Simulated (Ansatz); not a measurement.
Start from `F/C(=N\[SiH3])[SiH2]Cl` and change one atom or group to get `O/C(F)=N/[SiH3]`.

Ansatz, PBE0-D4/def2-TZVP geometries, multiplicity 1. Each molecule was computed in one conformer, which needn't be the lowest.

```tsv
property	`F/C(=N\[SiH3])[SiH2]Cl`
HOMO–LUMO gap (PBE/def2-TZVPP) / eV	4.31
size of the dipole moment (ωB97M-V/def2-TZVPP) / D	0.96
HOMO energy (ωB97M-V/def2-TZVPP) / eV	-10.33
HOMO energy (B3LYP/def2-TZVPP) / eV	-7.85
size of the dipole moment (PBE/def2-TZVPP) / D	0.97
HOMO–LUMO gap (ωB97M-V/def2-TZVPP) / eV	11.07
```

(1) Give the same properties after the change, and the shifts. (Best estimate.)

Answers

(1) The calculation gave: 
```
                                          property  `O/C(F)=N/[SiH3]`  shift
               HOMO–LUMO gap (PBE/def2-TZVPP) / eV               5.87   1.56
size of the dipole moment (ωB97M-V/def2-TZVPP) / D               1.28   0.32
             HOMO energy (ωB97M-V/def2-TZVPP) / eV             -10.57  -0.24
               HOMO energy (B3LYP/def2-TZVPP) / eV              -8.00  -0.15
    size of the dipole moment (PBE/def2-TZVPP) / D               1.31   0.34
           HOMO–LUMO gap (ωB97M-V/def2-TZVPP) / eV              12.49   1.42
```

With PBE0 the HOMO falls by 0.15 eV and the LUMO rises by 1.62 eV, so the gap widens by about 1.77 eV. PBE moves the HOMO by -0.02 eV and ωB97M-V by -0.24 eV. Dipoles are sizes alone; their direction can turn.

Positive LUMOs are unbound, so they and the gaps depend on the basis.

B3LYP here is the variant with VWN-RPA as its local correlation; programs differ in this.
